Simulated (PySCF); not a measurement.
Sn(F)3(OSiH3) (F3H3OSiSn), SMILES [O]([SiH3])[Sn]([F])([F])[F].

Coordinates come from a PBE-D3(BJ)/def2-SVP optimisation. The structure was generated by enumeration; whether it is a known compound was not checked. The def2 effective core potentials stand for the cores of Sn; spin–orbit coupling is left out. The values are those of a single conformer.

Two levels are set side by side: TDDFT-PBE/def2-SVPD (PySCF) and TDDFT-CAM-B3LYP/def2-SVPD (PySCF). Vertical, same geometry. The lowest singlet is HOMO→LUMO 100 % with PBE and HOMO→LUMO 88 % with the other functional; states are paired by order. Differences are taken from unrounded values.

```csv
quantity,TDDFT-CAM-B3LYP,TDDFT-PBE,TDDFT-PBE minus TDDFT-CAM-B3LYP
lowest singlet excitation (eV),4.93,3.41,-1.51
lowest triplet excitation (TDA) (eV),4.54,3.21,-1.33
first bright state (f over 0.05) (eV),7.04,5.59,-1.45
its oscillator strength,0.08,0.05,-0.02
```

Functionals without exact exchange tend to place singlet excitations lower, as here. Differences between two approximate levels are no errors against the true value.

Rough cost on one machine, each run with all the roots and properties that it gave: TDDFT-CAM-B3LYP against TDDFT-PBE about 4 times.
